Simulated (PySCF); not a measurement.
Ligand exchange on a metal centre used in film growth or etching (Hf OH-SH). Isolated molecules, 0 K electronic values unless said otherwise. One relaxed conformer stands for each flexible species; it need not be the lowest.

All values below come from TPSSh-D3(BJ)/def2-TZVP // r2SCAN-D4/def2-SVP (PySCF). All candidates: neutral, multiplicity 1. 

HOMO: -7.32 eV
LUMO: -2.49 eV
HOMO–LUMO gap: 4.83 eV

Say which member has these values.
A) [Hf(OH)3(SH)]
B) [Hf(OH)(SH)3]
C) [Hf(SH)4]

C, [Hf(SH)4]. The others give [Hf(OH)(SH)3]: -6.86 eV, -1.92 eV, 4.94 eV; [Hf(OH)3(SH)]: -6.26 eV, -0.42 eV, 5.84 eV
